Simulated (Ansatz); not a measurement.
Gas-phase electronic energies from Ansatz, PBE0-D4/def2-TZVP geometries. CBS: MP2 limit from def2 TZ/QZ plus the TZ coupled-cluster correction, frozen cores. This one scheme is used for every species. DFT in def2-TZVPP. B3LYP here is the variant with VWN-RPA as its local correlation; programs differ in this. One conformer a species, not always the lowest.

Consider the formal hydrolysis of the Al–N bond: `C=[N][Al]([NH2])[OH]` + H₂O → `[NH2][Al]([OH])[OH]` + `C=N`.

```tsv
level	ΔE (kJ/mol)
B2PLYP	-76.1
B3LYP	-75.1
HF/def2-QZVPP	-77.8
HF/CBS(def2)	-77.7
```

(1) What does CCSD(T)/CBS give? (Estimate.)

Largest T1 diagnostic among the species: 0.012.

Results:

(1) Ansatz gave: -74.3 kJ/mol. The listed levels differ from it by -1.8, -0.8, -3.5, -3.4 kJ/mol.

The D4 term adds +3.7 kJ/mol with B3LYP and +2.2 kJ/mol with PBE0; it sums over pairs of atoms, weighted by their polarisabilities, and B3LYP, whose exchange is more repulsive, gets the larger term.
